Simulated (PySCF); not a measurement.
A structure optimised at PBE-D3(BJ)/def2-SVP, used in a PySCF frequency run:

```xyz
15

B     -0.0504     0.5662     0.0000
C      0.6624     1.9861     0.0000
H      1.3274     2.0891    -0.8848
H     -0.0335     2.8505     0.0000
H      1.3274     2.0891     0.8848
C      0.8191    -0.7706     0.0000
C      0.0631    -2.1031     0.0000
H      1.5072    -0.7204    -0.8758
H      1.5072    -0.7204     0.8758
H     -0.5898    -2.2029     0.8938
H     -0.5898    -2.2029    -0.8938
H      0.7406    -2.9818     0.0000
N     -1.4549     0.4845     0.0000
H     -2.0636     1.3034     0.0000
H     -1.9638    -0.4004     0.0000
```

Question: Write its SMILES, formula and point group.

Answer: CCB(C)N, C3H10BN, Cs

Question: What are its rotational constants (standard atomic weights)?

Answer: 7.7392, 3.2029, 2.3658 GHz
